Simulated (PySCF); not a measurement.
Below is a simulated gas-phase Si 2p photoelectron spectrum of `CO[SiH2]F`.

Every computed line was given a Gaussian of 0.4 eV full width at half maximum and an area set by the number of equivalent atoms (split 2:1 within a doublet); the highest printed point is 100. Computed, not measured: delta-SCF UKS SCAN, pcX-2 on the ionised atom, pcseg-1 elsewhere, spin-free X2C (PySCF 2.14.0).

(binding energy (eV), intensity): (107.9, 0), (108.0, 1), (108.1, 6), (108.2, 21), (108.3, 50), (108.4, 84), (108.5, 100), (108.6, 84), (108.7, 52), (108.8, 29), (108.9, 27), (109.0, 39), (109.1, 50), (109.2, 45), (109.3, 30), (109.4, 14), (109.5, 4), (109.6, 1), (109.7, 0)

How many maxima does the curve show, and how many computed lines lie under it?

The curve has 2 maxima (at 108.5 and 109.1 eV). Under it lie 2 lines from 1 inequivalent silicon site, drawn as a 2p3/2, 2p1/2 pair.

Decompose the envelope and assign each component. Numbering: `[CH3:1][O:2][SiH2:3][F:4]`.

```tsv
position (eV)	relative area	line	atoms	environment
108.50	0.67	Si 2p3/2	Si3	fluorine-bound silicon
109.13	0.33	Si 2p1/2	Si3	fluorine-bound silicon
```

What are the centre and the root-mean-square width of the whole band?

The area-weighted mean of the lines is 108.71 eV. Their own spread about it is 0.30 eV (rms) and each Gaussian has σ = 0.4/2.355 = 0.17 eV; the variances add, which gives 0.34 eV.

Shake-up satellites, vibrational structure and lifetime widths aren't simulated. 2p3/2 and 2p1/2 are the ΔSCF energy of one spin-free 2p hole plus the eigenvalues of a spin–orbit and ligand-field matrix of the shell. 2p1/2 minus 2p3/2 (ligand field included): Si 0.63 eV. Geometry: PBE0-D3(BJ)/def2-SVP, one conformer, isolated molecule.

Conformer computed: `[CH3:1][O:2][SiH2:3][F:4]`: C1–O2–Si3–F4 71°.
